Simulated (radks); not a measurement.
The hafnium ion Hf+, 71 electrons, occupied as [Xe] 4f14 5d1 6s2. All-electron calculation, scalar-relativistic Kohn-Sham, LDA (Slater exchange, Perdew-Wang correlation), spin-unpolarised, spherical densities, finite nucleus; Fermi nuclear charge, rms radius 5.347 fm. Program: a radial shooting solver on a logarithmic mesh with Libxc functionals. Some entries of the table are withheld. Estimate them.

| orbital | occ. | eigenvalue (eV) | r(max) (bohr) | <1/r> (bohr^-1) |
|---|---|---|---|---|
| 1s | 2 | -65218.58 | 0.01191 | 83.71 |
| 2s | 2 | -11163.32 | 0.06812 | 19.55 |
| 2p | 6 | -9809.836 | 0.05568 | 17.85 |
| 3s | 2 | -2550.285 | 0.1923 | 7.231 |
| 3p | 6 | (1) | 0.1899 | 6.708 |
| 3d | 10 | -1665.284 | 0.1546 | 6.349 |
| 4s | 2 | -520.5889 | 0.4375 | 3.067 |
| 4p | 6 | -387.7585 | 0.4583 | 2.793 |
| 4d | 10 | -215.8770 | 0.4710 | 2.476 |
| 5s | 2 | -76.5390 | 1.014 | 1.177 |
| 5p | 6 | (2) | 1.156 | 0.9816 |
| 4f | 14 | -26.4357 | 0.4537 | 1.919 |
| 6s | 2 | -12.0818 | 2.713 | 0.4081 |
| 5d | 1 | -10.9500 | 1.636 | 0.6021 |

Answer. 
(1) 3p eigenvalue (eV): -2145.757
(2) 5p eigenvalue (eV): -44.9498
